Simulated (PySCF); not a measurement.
Identify the compound

An unknown has the formula C$_{3}$H$_{9}$N$_{3}$OSi$_{2}$. Its calculated NMR data are:

¹H NMR (600 MHz, computed): δ 5.13 (m, 1H), 5.11 (m, 1H), 4.81 (m, 1H), 4.37 (m, 1H), 4.03 (m, 1H), 3.94 (m, 1H), 1.71 (br s, 2H), 0.36 (br s, 1H).

¹³C{¹H} NMR (computed): δ 125.1 (C), 60.5 (CH2), 55.6 (CH).

PySCF calculation with geometry: GFN2-xTB and shielding tensors at PBE0/pcSseg-1 (GIAO); single conformer, non-relativistic Hamiltonian, no solvent model, one averaged value for each set of equivalent atoms.

Referencing at the same level of theory: ¹H, ¹³C against TMS.

**Question.** Propose a structure and justify it.

**Answer.** 
1. Rings plus π bonds: 3 (1 ring in the answer).
2. 3 carbon signals for 3 carbons: no two carbons are equivalent.
3. Carbon types of the structure: 1 × C, 1 × CH, 1 × CH2, leaving 6 H on heteroatoms.
4. δC 125.1: nitrile carbon; C≡N carbons fall here, among the sp2 signals but without a proton.
5. δC 60.5: sp3 CH2 bonded to O and Si; pulled downfield by the heteroatom.
6. δC 55.6: sp3 CH bonded to O and Si, α to a nitrile; the inductive effect lowers its shielding.
7. δH 4.37: hydrogen on an sp3 CH bonded to O and Si, α to a nitrile; its carbon carries O, an electronegative neighbour.
8. δH 4.03, 3.94: hydrogen on an sp3 CH2 bonded to O and Si; its carbon carries O, which withdraws density.
9. δH 1.71: hydrogen on a nitrogen bonded to Si; labile proton, position sensitive to the medium.
10. δH 0.36: hydrogen on a nitrogen bonded to 2 Si, in a 6-membered ring; labile proton, position sensitive to the medium.

Structure: `N#C[C@@H]1OC[Si@H](N)N[SiH2]1`.

This is the structure that produced the data.

OH/NH shifts are gas-phase values; hydrogen bonding in solution moves them, usually downfield. Shifts are as computed. Against solution values, carbons near 30 ppm lie about +3 ppm off and those near 130 ppm about +5 ppm. Of 1211 compounds with measured shifts, 218 miss one by over three times the rms of a fit or turn the order of signals round; such compounds aren't used in these exercises. No couplings were computed; multiplicities are counted from neighbouring protons, with m where these are inequivalent, close in shift, in a saturated or five-membered ring or joined by F or P, and br s for small geminal =CH2 splittings.
